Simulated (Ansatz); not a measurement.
Ideal-gas functions of ClFGeH₄Si, SMILES `F[SiH](Cl)[GeH3]` at 800 K and 1 bar, from an Ansatz frequency run at PBE0-D4/def2-TZVP.

Molar mass 159.18 g/mol, point group C1 (symmetry number 1), electronic degeneracy 1, moments of inertia 125.049, 374.904, 468.524 u Å². Harmonic wavenumbers (cm⁻¹, unscaled): 78, 105, 166, 246, 343, 455, 481, 564, 759, 803, 820, 873, 880, 903, 2154, 2164, 2171, 2247.

Use S(trans) = R[1.5 ln M + 2.5 ln T − 1.1517]; rotational temperatures θ = 24.2544 K / I; S(rot) = R[ln(√π/σ · √(T³/θAθBθC)) + 1.5]; for each mode x = 1.438777 ν̃/T, S = R[x/(eˣ − 1) − ln(1 − e⁻ˣ)] and H = RT x/(eˣ − 1); 1 cm⁻¹ = 0.0119627 kJ/mol; R = 8.31446 J/(mol·K).

Q: By hand: the entropy, in J/(mol·K).

A: Translation 192.6. Rotation: θ = 0.194, 0.0647, 0.0518 K, giving 131.1. Vibration, mode by mode: 24.65, 22.19, 18.40, 15.16, 12.46, 10.21, 9.77, 8.54, 6.34, 5.95, 5.80, 5.37, 5.31, 5.14, 0.86, 0.85, 0.84, 0.75, in all 158.6. Electronic 0.0. Sum 482.3 J/(mol·K).

Q: By hand: H − E and G − E in kJ/mol, counted from the electronic energy.

A: Zero-point energy ½ × 16212 × 0.0119627 = 97.0; thermal vibration 59.6; translation, rotation and pV give 4 RT = 26.6. H − E = 183.2 kJ/mol, and G − E = 183.2 − 800 × 482.3/1000 = -202.6 kJ/mol.

Vibration gives 33 % of the entropy, 46.8 J/(mol·K) of it from the modes under 150 cm⁻¹: soft modes count most, and the harmonic formula is weakest for them. The sum counts one conformer and one mirror image; others add a mixing term.
